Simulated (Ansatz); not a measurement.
KBr, singlet: a pair in one relaxed arrangement.

in.yaml

```yaml
crystal:
  periodic: [false, false, false]
  atoms:
    - {symbol: K, position_ang: [0.000000, 0.000000, -1.423976]}
    - {symbol: Br, position_ang: [-0.000000, -0.000000, 1.423976]}
basis:
  gaussian: {orbitals: STO-3G}
hamiltonian: {xc: hf}
```

Command:

```bash
ansatz run in.yaml --threads 2 --pin off --events-out ev --progress --plain --max-ram 5222MiB
```

The run's output (Ansatz 0.2.0):

```
Functional definition: HF
  name "HF"
  cite "Fock, Z. Phys. 61, 126 (1930) doi:10.1007/BF01340294"
  parent pbe
  exchange = exact_x
  correlation = 0
337 factors; integrals over basis functions are off by at most 7.2e-5 eV
mean field evaluation 1: about -85383.3596 eV, gradient 8.9e0 eV
mean field evaluation 2: about -85383.3931 eV, gradient 9.0e0 eV
mean field evaluation 4: about -85384.1954 eV, gradient 3.9e-1 eV
mean field evaluation 8: about -85384.1979 eV, gradient 2.1e-4 eV
mean field -85384.19790656 eV, -3137.8113975779 hartree, gradient 3.1e-5 eV, S^2 0.000000; 0 other end points of the search recorded, 0 dependent functions left out
reference -85384.19790656 eV, -3137.8113975779 hartree; 27, 27 occupied and 4, 4 virtual orbitals, 337 factors
Total energy: -85384.19790656 eV, -3137.8113975779 hartree
```

The lines “mean field evaluation” count trial sets of orbitals through the whole run, from several starts and some on an approximate energy, so they need not fall steadily or lie above the final value.

The run took about 0.15 s on 2 CPU threads of an Intel Xeon 6975P-C (shared host).
